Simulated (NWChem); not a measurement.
Everything below was run with NWChem. System: H₂Ga (+1), charge 1, spin multiplicity 1, at a geometry optimised with B3LYP/def2-SVP. The structure started from a generated list of species. Level: TD-B3LYP/6-31G* (spherical d), VWN1-RPA local correlation.

Input file:

```
start mol
memory heap 200 mb stack 900 mb global 1100 mb
charge 1
geometry units angstroms nocenter noautoz noautosym
  Ga     0.000000     0.000000     0.000000
  H      0.000000     0.000000     1.535921
  H      0.000000     0.000000    -1.535921
end
basis spherical
  * library 6-31g*
end
dft
  xc b3lyp
  semidirect memsize 60000000 filesize 0
  iterations 100
end
tddft
  rpa
  nroots 10
  notriplet
end
task tddft energy
```

Output (cleaned and shortened):

```
             Northwest Computational Chemistry Package (NWChem) 7.3.0
             --------------------------------------------------------

                                NWChem Input Module
                                -------------------

 Scaling coordinates for geometry "geometry" by  1.889725989
 (inverse scale =  0.529177249)

                             Geometry "geometry" -> ""
                             -------------------------

 Output coordinates in angstroms (scale by  1.889725989 to convert to a.u.)

  No.       Tag          Charge          X              Y              Z
 ---- ---------------- ---------- -------------- -------------- --------------
    1 Ga                  31.0000     0.00000000     0.00000000     0.00000000
    2 H                    1.0000     0.00000000     0.00000000     1.53592100
    3 H                    1.0000     0.00000000     0.00000000    -1.53592100

 Effective nuclear repulsion energy (a.u.)      21.5333848958

            Nuclear Dipole moment (a.u.)
            ----------------------------
        X                 Y               Z
 ---------------- ---------------- ----------------
     0.0000000000     0.0000000000     0.0000000000


 Summary of "ao basis" -> "" (spherical)
 ------------------------------------------------------------------------------
       Tag                 Description            Shells   Functions and Types
 ---------------- ------------------------------  ------  ---------------------
 *                           6-31g*                   on all atoms

                                 NWChem DFT Module
                                 -----------------

 Summary of "ao basis" -> "ao basis" (spherical)
 ------------------------------------------------------------------------------
       Tag                 Description            Shells   Functions and Types
 ---------------- ------------------------------  ------  ---------------------
 Ga                          6-31g*                 12       32   5s4p3d
 H                           6-31g*                  2        2   2s

 Summary of "ao basis" -> "ao basis" (spherical)
 ------------------------------------------------------------------------------
       Tag                 Description            Shells   Functions and Types
 ---------------- ------------------------------  ------  ---------------------
 Ga                          6-31g*                 12       32   5s4p3d
 H                           6-31g*                  2        2   2s

            General Information
            -------------------
          SCF calculation type: DFT
          Wavefunction type:  closed shell.
          No. of atoms     :     3
          No. of electrons :    32
           Alpha electrons :    16
            Beta electrons :    16
          Charge           :     1
          Spin multiplicity:     1
          Use of symmetry is: off; symmetry adaption is: off
          Maximum number of iterations: 100
          AO basis - number of functions:    36
                     number of shells:    16
          Convergence on energy requested:  1.00D-06
          Convergence on density requested:  1.00D-05
          Convergence on gradient requested:  5.00D-04

              XC Information
              --------------
                         B3LYP Method XC Potential
                     Hartree-Fock (Exact) Exchange  0.200
                        Slater Exchange Functional  0.800 local
                    Becke 1988 Exchange Functional  0.720 non-local
[...]
     Electric Quadrupole                           0.0000000000
     Magnetic Dipole                               0.0000000000
     Total Oscillator Strength                     0.4268284996

          sigma_e =   1.7826 Angstrom
          sigma_h =   1.3828 Angstrom
         |d_h->e| =   0.0000 Angstrom
            d_exc =   2.3455 Angstrom
            d_CD1 =   0.3998 Angstrom
            d_CD2 =  -1.5827 Angstrom
            d_CD3 =   2.3455 Angstrom
     Pearson C.C. =  -0.0835

     Occ.   15  a   ---  Virt.   18  a    0.99301 X
     Occ.   15  a   ---  Virt.   18  a   -0.06615 Y
     Occ.   15  a   ---  Virt.   23  a    0.05619 X
     Occ.   16  a   ---  Virt.   26  a    0.12053 X
  ----------------------------------------------------------------------------
  Root   6 singlet a              0.440738189 a.u.               11.9931 eV
  ----------------------------------------------------------------------------
     Transition Moments    X  0.00000   Y -0.00000   Z  0.00000
     Transition Moments   XX -0.80641  XY  0.00000  XZ  0.00000
     Transition Moments   YY -0.80641  YZ -0.00000  ZZ  3.95130
     Dipole Oscillator Strength                    0.0000000000
     Electric Quadrupole                           0.0000034399
     Magnetic Dipole                               0.0000000000
     Total Oscillator Strength                     0.0000034399

          sigma_e =   1.7967 Angstrom
          sigma_h =   1.3845 Angstrom
         |d_h->e| =   0.0000 Angstrom
            d_exc =   2.4402 Angstrom
            d_CD1 =   0.4122 Angstrom
            d_CD2 =  -1.5906 Angstrom
            d_CD3 =   2.4402 Angstrom
     Pearson C.C. =  -0.1627

     Occ.   15  a   ---  Virt.   19  a    0.98545 X
     Occ.   15  a   ---  Virt.   19  a   -0.05355 Y
     Occ.   16  a   ---  Virt.   21  a   -0.05247 X
     Occ.   16  a   ---  Virt.   24  a   -0.16597 X
  ----------------------------------------------------------------------------
  Root   7 singlet a              0.447499418 a.u.               12.1771 eV
  ----------------------------------------------------------------------------
     Transition Moments    X  0.00000   Y -0.00000   Z  0.36613
     Transition Moments   XX  0.00000  XY  0.00000  XZ  0.00000
     Transition Moments   YY  0.00000  YZ -0.00000  ZZ -0.00000
     Dipole Oscillator Strength                    0.0399917044
     Electric Quadrupole                           0.0000000000
     Magnetic Dipole                               0.0000000000
     Total Oscillator Strength                     0.0399917044

          sigma_e =   2.7307 Angstrom
          sigma_h =   1.6027 Angstrom
         |d_h->e| =   0.0000 Angstrom
            d_exc =   3.1687 Angstrom
            d_CD1 =   1.1280 Angstrom
            d_CD2 =  -2.1667 Angstrom
            d_CD3 =   3.1687 Angstrom
     Pearson C.C. =  -0.0017

     Occ.   16  a   ---  Virt.   19  a    0.10384 X
     Occ.   16  a   ---  Virt.   20  a   -0.99430 X
  ----------------------------------------------------------------------------
  Root   8 singlet a              0.497037915 a.u.               13.5251 eV
  ----------------------------------------------------------------------------
     Transition Moments    X -0.00000   Y  0.00000   Z -0.00000
     Transition Moments   XX  0.92705  XY  0.00000  XZ -0.00000
     Transition Moments   YY  0.92705  YZ  0.00000  ZZ  2.78136
     Dipole Oscillator Strength                    0.0000000000
     Electric Quadrupole                           0.0000007495
     Magnetic Dipole                               0.0000000000
     Total Oscillator Strength                     0.0000007495

          sigma_e =   3.1134 Angstrom
          sigma_h =   1.5996 Angstrom
         |d_h->e| =   0.0000 Angstrom
            d_exc =   3.6108 Angstrom
            d_CD1 =   1.5139 Angstrom
            d_CD2 =  -2.3565 Angstrom
            d_CD3 =   3.6108 Angstrom
     Pearson C.C. =  -0.0789

     Occ.   15  a   ---  Virt.   19  a   -0.05468 X
     Occ.   15  a   ---  Virt.   20  a   -0.09821 X
     Occ.   16  a   ---  Virt.   21  a   -0.99350 X
  ----------------------------------------------------------------------------
  Root   9 singlet a              0.522151457 a.u.               14.2085 eV
  ----------------------------------------------------------------------------
     Transition Moments    X  0.00000   Y -0.00000   Z  0.00000
     Transition Moments   XX -0.00000  XY  0.00000  XZ -0.55509
     Transition Moments   YY -0.00000  YZ  0.60252  ZZ -0.00000
     Dipole Oscillator Strength                    0.0000000000
     Electric Quadrupole                           0.0000005088
     Magnetic Dipole                               0.0000000551
     Total Oscillator Strength                     0.0000005639

          sigma_e =   2.9614 Angstrom
          sigma_h =   1.6032 Angstrom
         |d_h->e| =   0.0000 Angstrom
            d_exc =   3.3677 Angstrom
            d_CD1 =   1.3582 Angstrom
            d_CD2 =  -2.2823 Angstrom
            d_CD3 =   3.3677 Angstrom
     Pearson C.C. =  -0.0001

     Occ.   16  a   ---  Virt.   22  a    0.99979 X
  ----------------------------------------------------------------------------
  Root  10 singlet a              0.522151461 a.u.               14.2085 eV
  ----------------------------------------------------------------------------
     Transition Moments    X  0.00000   Y  0.00000   Z -0.00000
     Transition Moments   XX -0.00000  XY  0.00000  XZ -0.60252
     Transition Moments   YY  0.00000  YZ -0.55509  ZZ  0.00000
     Dipole Oscillator Strength                    0.0000000000
     Electric Quadrupole                           0.0000005088
     Magnetic Dipole                               0.0000000551
     Total Oscillator Strength                     0.0000005639

          sigma_e =   2.9614 Angstrom
          sigma_h =   1.6032 Angstrom
         |d_h->e| =   0.0000 Angstrom
            d_exc =   3.3677 Angstrom
            d_CD1 =   1.3582 Angstrom
            d_CD2 =  -2.2823 Angstrom
            d_CD3 =   3.3677 Angstrom
     Pearson C.C. =  -0.0001

     Occ.   16  a   ---  Virt.   23  a    0.99979 X

              Target root =      1
          Target symmetry = none
      Ground state energy =  -1925.498583178931
        Excitation energy =      0.238763058790
     Excited state energy =  -1925.259820120141

  stored tddft:energy   -1925.2598201201413

 Task  times  cpu:       39.2s     wall:       39.2s

 Total times  cpu:       39.3s     wall:       39.3s
```
